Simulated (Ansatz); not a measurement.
The first iterations of a band of BClH2O + FH (7 atoms, charge 0, multiplicity 1).

Level of theory: RKS B3LYP-D4/def2-SVP (Ansatz 0.2.0).

| Quantity | Value |
| --- | --- |
| movable images | 5 |
| climbing image | yes |
| spring | 5.0 eV/Å² |
| optimiser | quadratic models (default) |
| start path | through a guess of the saddle point |
| force threshold | 0.05 eV/Å |
| iteration limit | 60 |
| end points | relaxed |

First end point:

```xyz
7
Properties=species:S:1:pos:R:3
B -0.054 -0.471 0.031
H -0.157 -1.030 1.088
Cl 1.580 0.034 -0.504
O -1.062 -0.247 -0.817
H -1.920 -0.523 -0.469
F 0.021 1.955 1.293
H 0.791 1.779 0.797
```

Last end point:

```xyz
7
Properties=species:S:1:pos:R:3
B -0.170 0.593 -0.533
H 0.533 -0.334 2.502
Cl 1.241 -0.190 -1.275
O -1.403 0.068 -0.596
H -1.450 -0.770 -1.074
F 0.004 1.738 0.101
H 0.444 0.392 2.293
```

| iteration | highest image above the first end (eV) | largest band force component (eV/Å) |
| --- | --- | --- |
| 1 | 10.588 | 71.091 |
| 2 | 1.760 | 14.285 |
| 3 | 1.209 | 9.169 |
| 4 | 1.224 | 1.074 |
| 5 | 1.186 | 0.698 |
| 6 | 1.171 | 1.384 |
| 7 | 1.156 | 0.536 |
| 8 | 0.957 | 2.070 |

Problem. Does the band converge within its limit, and where does its top end?

Solution. The run converged. It ended after 26 iterations with the highest image 1.087 eV above the first end. Neighbouring images differ by up to 2.3 eV, so the band resolves the path poorly. A vibrational analysis at the climbing image gives one clearly imaginary mode, 1193i cm⁻¹: a first-order saddle point. The orbitals stay closed-shell, which can raise the energy where a bond breaks towards radicals; this wasn't checked here.

Run time: 4.3 min on 1 thread of Arm Neoverse V2, with other jobs on the host, peak memory 0.16 GiB.
